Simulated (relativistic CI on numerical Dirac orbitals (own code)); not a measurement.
## W LIV: sensitivity of the levels to the model

Base calculation: Dirac-Coulomb-Breit CI, orbitals from a KLI potential per configuration, QED by a radiative potential, unscaled Slater integrals.

Configurations in the expansion (outside the closed core [Ne]): 3s2 3p6 3d3, 3s2 3p5 3d4, 3s 3p6 3d4, 3s2 3p6 3d2 4s, 3s2 3p6 3d2 4p, 3s2 3p6 3d2 4d, 3s2 3p5 3d3 4s, 3s2 3p6 3d2 4f, 3s2 3p5 3d3 4p, 3s 3p6 3d3 4s, 3p6 3d4 4p, 3p6 3d5, 3p5 3d6, 3p5 3d5 4s, 3p6 3d4 4s, 3p5 3d4 4s2, 3s2 3p6 3d 4s2, 3s2 3p6 4s2 4p, 3s2 3p6 4s2 4d. Double excitations out of closed p, d and f shells are left out; levels of such configurations are missing from the list, as are those of other unlisted configurations, and high levels can miss mixing partners. These lack a partner that the ground configuration has and come out too high: 3s2 3p5 3d3 4p.

Variants: (1) P86 correlation estimate; (2) Breit term removed; (3) only the first 3 configurations. Shifts of the energy above 3s2 3p6 3d3 4F_3/2, in cm⁻¹, for the lowest level and the first level of each name with at least 55 % of one term (blank where a level changes its place among those of its configuration and J or its character, or is not in the variant):

```json
{"Level": "3s2 3p6 3d3 4F_3/2", "Base": "0", "Δ(1)": "0", "Δ(2)": "0", "Δ(3)": "0"}
{"Level": "3s2 3p6 3d3 4F_5/2", "Base": "524219", "Δ(1)": "0", "Δ(2)": "+15539", "Δ(3)": "-432"}
{"Level": "3s2 3p6 3d3 4P_1/2", "Base": "622899", "Δ(1)": "+1", "Δ(2)": "+15002", "Δ(3)": "-447"}
{"Level": "3s2 3p6 3d3 4F_7/2", "Base": "1122122", "Δ(1)": "-1", "Δ(2)": "+32453", "Δ(3)": "-696"}
{"Level": "3s2 3p6 3d3 2P_1/2", "Base": "1230689", "Δ(1)": "+1", "Δ(2)": "+28495", "Δ(3)": "-576"}
{"Level": "3s2 3p6 3d3 2H_11/2", "Base": "1237897", "Δ(1)": "-2", "Δ(2)": "+46532", "Δ(3)": "-1115"}
{"Level": "3s2 3p6 3d3 2F_7/2", "Base": "1319494", "Δ(1)": "+1", "Δ(2)": "+36374", "Δ(3)": "-822"}
{"Level": "3s2 3p6 3d3 2D_3/2", "Base": "1490790", "Δ(1)": "+1", "Δ(2)": "+24869", "Δ(3)": "+825"}
```

At this charge energies of transitions that change n are usually good to better than 1 %, and those within a shell (Δn = 0) to a few per cent.

Ionisation energy from the two ground configurations alone: base 5055.53 eV; P86 correlation estimate 5057.47 eV; Breit term removed 5060.32 eV. The NIST ASD value (semi-empirical) is 5063 eV.

LS names give the leading component of a level, which can be under half, so a name can repeat, a term be missing and a line seem to break the LS rules.
